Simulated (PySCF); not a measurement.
Isomers C6H11B:

A. SMILES B[C@]12CC[C@H]1CC2
B. SMILES C=C/C=C/B(C)C
C. `InChI=1S/C6H11B/c1-2-7-6-4-3-5-6/h2,6-7H,1,3-5H2`

Spectrum 1. ¹³C{¹H} NMR (computed): δ 160.4 (CH), 148.2 (CH), 145.1 (CH), 133.4 (CH2), 12.7 (CH3).

Spectrum 2. ¹³C{¹H} NMR (computed): δ 162.7 (CH2), 149.9 (CH), 38.3 (CH), 27.3 (CH2), 23.0 (CH2).

Spectrum 3. ¹³C{¹H} NMR (computed): δ 79.6 (C), 28.8 (CH2), 25.0 (CH2), 20.5 (CH).

Level of theory: J: B3LYP/pcJ-1 (spin–dipole term left out of most H,H and C,H couplings), geometry from PBE0-D3(BJ)/def2-SVP, NMR shieldings at PBE0/pcSseg-1/GIAO, in PySCF (gas phase, single conformer, relativity neglected, rapidly exchanging positions averaged).

δ = σ(ref) − σ, references computed at the same level: TMS for ¹³C (σ = 184.41 ppm). Carbons bonded to boron are broad in practice. Shifts are as computed. Against solution values, carbons near 30 ppm lie about +2 ppm off and those near 130 ppm about +5 ppm. Of 1309 compounds with measured shifts, 239 miss one by over three times the rms of a fit or turn the order of signals round; such compounds aren't used in these exercises.

**Question.** Which spectrum belongs to which compound?

**Answer.** 1–B, 2–C, 3–A.

- Spectrum 1 (B): 5 ¹³C signals; δC 160.4 is an alkene CH; δC 148.2 is an alkene CH.
- Spectrum 2 (C): 5 ¹³C signals; δC 162.7 is a terminal =CH2 carbon; δC 149.9 is an alkene CH.
- Spectrum 3 (A): 4 ¹³C signals; δC 28.8 is an sp3 CH2 in a ring; δC 25.0 is an sp3 CH2 in a ring.
